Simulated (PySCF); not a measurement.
Compound: CH3Cl5Si2.
Geometry (PBE0-D3(BJ)/def2-SVP, Å), atoms numbered from 1 in this order:
```
atom  x, y, z in Å
C1    -2.0196   -0.2123    0.1309
Si2   -0.7499    1.1317   -0.0049
Cl3   -1.0442    2.2132   -1.7358
Cl4   -0.8599    2.4072    1.6131
Si5    1.4096    0.2726   -0.0948
Cl6    1.8319   -0.6789    1.6783
Cl7    1.4635   -1.1291   -1.6007
Cl8    2.8275    1.7049   -0.4583
H9    -1.8508   -0.7988    1.0467
H10   -3.0305    0.2208    0.1637
H11   -1.9431   -0.8801   -0.7406
```

Theory: TDDFT PBE0/def2-SVPD, vertical, gas phase, core orbitals frozen in the response (PySCF).

Ground-to-excited transition dipoles (e·a0, same axes as the geometry; the sign carries no meaning), for the states with f of 0.002 or more among the lowest 7:

```
state  E (eV)      μx      μy      μz
   S1   6.324  -0.009   0.468  -0.216
   S2   6.348  -0.022  -0.217  -0.469
   S3   6.700  -0.888   0.332   0.037
   S4   7.234   0.017  -0.127  -0.333
   S5   7.256   0.120  -0.379   0.103
   S6   7.300  -0.078   0.034  -0.135
   S7   7.319  -0.212   0.137   0.029
```

(1) Work out the oscillator strengths.

(2) Which bond between heavy atoms lies closest to the direction of the S3 transition dipole?

(3) What angle do the transition dipoles of S4 and S5 make?

(4) How is the summed strength of these states shared among x, y and z?

(5) What peak molar absorption coefficient would the strongest computed level give as a lone Gaussian band 0.3 eV wide at half height?

Answers

(1) f = (2/3) ΔE |μ|² with ΔE in hartree (27.2114 eV).

```tsv
state	|μ|² (au)	|μ| (D)	f
S1	0.266	1.31	0.041
S2	0.268	1.32	0.042
S3	0.900	2.41	0.148
S4	0.127	0.91	0.023
S5	0.168	1.04	0.030
S6	0.026	0.41	0.005
S7	0.065	0.65	0.012
```

(2) Si2–Si5, at 1° from it; next Si5–Cl8 at 66°.

(3) |cos θ| = |μa·μb| / (|μa| |μb|) = 0.11, so θ ≈ 84° (taken between 0 and 90°, since the signs are arbitrary).

(4) (2/3) Σ ΔE μα² gives 0.141 for x, 0.091 for y and 0.067 for z, 0.299 in all.

(5) ε(max) = 2.175×10⁸ f / FWHM, with the width in cm⁻¹. S3: 2.175×10⁸ × 0.1478 / 2420 ≈ 13000 L mol⁻¹ cm⁻¹.

The vertical ionisation energy (ΔSCF) is 10.14 eV, 2.82 eV above S7.

Hardware: an x86-64 server with one thread, no GPU, on a shared host. Cost: 3.0 min of wall time.
